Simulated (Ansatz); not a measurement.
Reaction R1 → P1 + P2, each structure at its B3LYP-D3(BJ)/def2-TZVP stationary point, reached from a drawn start (curvature not checked).
R1: CHCl3 (SMILES ClC(Cl)Cl), charge 0, multiplicity 1.
P1, CHCl2 (SMILES Cl[CH]Cl) (charge 0, multiplicity 2):
```xyz
4

C      0.008     0.160     0.141
Cl     1.475    -0.669    -0.111
Cl    -1.463    -0.699     0.084
H     -0.020     1.207    -0.115
```
P2: Cl atom, charge 0, multiplicity 2.

P less R. No zero-point or thermal terms; singlets are restricted closed shells; open shells are unrestricted; no spin–orbit coupling.

Cores are frozen in the correlated methods. CBS(a, b) extrapolates the correlation energy as X⁻³ and adds the Hartree–Fock energy of set b.

Codes used: Ansatz (a first-principles code). Each number belongs to the level named beside it.

### Question
Predict the reaction energy from CCSD(T)/cc-pV(D+d)Z.

### Answer
2.94 eV

### Question
Predict the reaction energy from CCSD/cc-pV(Q+d)Z.

### Answer
3.09 eV

### Question
Estimate the reaction energy that MP2/CBS(cc-pV(T+d)Z, cc-pV(Q+d)Z) returns for this input.

### Answer
3.67 eV
